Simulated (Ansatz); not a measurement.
Abridged output of a molecular run in Ansatz:

```
Functional definition: HF
  name "HF"
  cite "Fock, Z. Phys. 61, 126 (1930) doi:10.1007/BF01340294"
  parent pbe
  exchange = exact_x
  correlation = 0
938 factors; integrals over basis functions are off by at most 1.4e-3 eV
mean field evaluation 1: about -11314.8422 eV, gradient 4.0e1 eV
mean field evaluation 2: about -11314.9394 eV, gradient 4.0e1 eV
mean field evaluation 4: about -11318.3237 eV, gradient 2.8e0 eV
mean field evaluation 8: about -11318.3670 eV, gradient 1.3e-1 eV
mean field -11318.36716463 eV, -415.9423214353 hartree, gradient 1.6e-6 eV, S^2 0.000000; 0 other end points of the search recorded, 0 dependent functions left out
7 core orbitals not correlated: weight in the atoms' cores, before any rotation towards them, 1.000 or more for the frozen orbitals, at most 0.000 for the correlated occupied ones
reference -11318.36716463 eV, -415.9423214353 hartree; 17, 17 occupied and 64, 64 virtual orbitals, 938 factors
second order -15.69748681 eV of doubles, -0.00000000 eV of singles
cycle   1  -16.10421829 eV  change   -4.1e-1 eV  update   9.9e-2
cycle   2  -16.53455432 eV  change   -4.3e-1 eV  update   3.1e-2
cycle   3  -16.63926759 eV  change   -1.0e-1 eV  update   1.6e-2
cycle   4  -16.63159011 eV  change    7.7e-3 eV  update   4.0e-3
cycle   5  -16.63070670 eV  change    8.8e-4 eV  update   1.4e-3
cycle   6  -16.63058068 eV  change    1.3e-4 eV  update   3.9e-4
cycle   7  -16.63031173 eV  change    2.7e-4 eV  update   1.3e-4
cycle   8  -16.63028602 eV  change    2.6e-5 eV  update   4.5e-5
cycle   9  -16.63031164 eV  change   -2.6e-5 eV  update   1.5e-5
perturbative correction -0.43232497 eV, -0.0158876497 hartree
Total energy: -11335.42980125 eV, -416.5693617655 hartree
```

Its atoms:

```xyz
8

O     0.860    1.212    0.475
B     0.142    0.302   -0.237
O    -0.718    0.605   -1.246
Sb    0.506   -1.885    0.201
H     0.726    2.135    0.232
H    -0.815    1.542   -1.448
H     0.454   -1.646    1.889
H    -1.155   -2.264    0.134
```

**Question.** Which basis set was used?
A. def2-SVP
B. cc-pV(T+d)Z
C. cc-pV(Q+d)Z
D. def2-TZVPPD

**Answer.** A. It gives 88 functions.

**Question.** Write the keys of the input that set method, charge and spin (a neutral closed shell needs none for the last two).

**Answer.** 
```yaml
correlation: {method: ccsd_t}
```
